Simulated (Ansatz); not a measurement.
Job for Ansatz (a program for electronic structure): R-CCSD(T)/def2-TZVPP on FGeHS (SMILES [F][Ge][SH]), a point of a torsion scan. The run froze 20 orbitals, filled d shells among them.

Ansatz 0.2 input:
```yaml
crystal:
  periodic: [false, false, false]
  atoms:
    - {symbol: F, position_ang: [1.63095103, -0.70112840, 0.28869346]}
    - {symbol: Ge, position_ang: [0.94256768, 0.91759341, -0.21621512]}
    - {symbol: S, position_ang: [-1.23884467, 0.48974710, 0.25732552]}
    - {symbol: H, position_ang: [-0.96091190, 0.25901270, 1.53653907]}
basis:
  gaussian:
    orbitals: def2-TZVPP
magnetization: {spin_polarized: false}
correlation: {method: ccsd_t, electrons: outside_noble_gas}
scf: {lower_state_search: off}
```

The log:

```
WARN ansatz: RAYON_NUM_THREADS=1 ignored (pool sized by the plan → 1); use --threads N
Functional definition: HF
these checks for a lower state are left out or cut short: stability, starts, cluster_reference, orbital_swaps, neighbouring_geometries, increment
integrals: 0.25 GiB planned
850 factors; integrals over basis functions are off by at most 8.4e-4 eV
mean field: 0.40 GiB planned
mean field evaluation 1: about -70013.0028 eV, gradient 3.4e1 eV
mean field evaluation 2: about -70013.1051 eV, gradient 3.4e1 eV
mean field evaluation 4: about -70015.5593 eV, gradient 2.7e0 eV
mean field evaluation 8: about -70015.6181 eV, gradient 3.6e-1 eV
mean field evaluation 16: about -70015.6193 eV, gradient 2.7e-6 eV
mean field -70015.61930194 eV, -2573.0265510549 hartree, gradient 2.7e-6 eV, S^2 0.000000; 0 other end points of the search recorded, 0 dependent functions left out
20 core orbitals not correlated
reference -70015.61930194 eV, -2573.0265510549 hartree; 9, 9 occupied and 106, 106 virtual orbitals, 850 factors
second order -14.27765023 eV of doubles, -0.00000000 eV of singles
coupled cluster: 0.63 GiB planned
cycle   1  -14.45518051 eV  change   -1.8e-1 eV  update   1.0e-1
cycle   2  -14.82161861 eV  change   -3.7e-1 eV  update   3.9e-2
cycle   3  -14.94469602 eV  change   -1.2e-1 eV  update   2.2e-2
cycle   4  -14.93589880 eV  change    8.8e-3 eV  update   6.0e-3
cycle   5  -14.93026963 eV  change    5.6e-3 eV  update   2.9e-3
cycle   6  -14.93125138 eV  change   -9.8e-4 eV  update   1.2e-3
cycle   7  -14.93096671 eV  change    2.8e-4 eV  update   5.5e-4
cycle   8  -14.93078516 eV  change    1.8e-4 eV  update   2.3e-4
cycle   9  -14.93091901 eV  change   -1.3e-4 eV  update   1.2e-4
cycle  10  -14.93092109 eV  change   -2.1e-6 eV  update   4.7e-5
cycle  11  -14.93090338 eV  change    1.8e-5 eV  update   2.1e-5
perturbative correction -0.60337036 eV, -0.0221734519 hartree
Total energy: -70031.15357568 eV, -2573.5974250853 hartree
Checks for a lower state left out: stability, starts, cluster_reference, orbital_swaps, neighbouring_geometries, increment
```

The run converged.

Cost: around 7 core-seconds (rough).
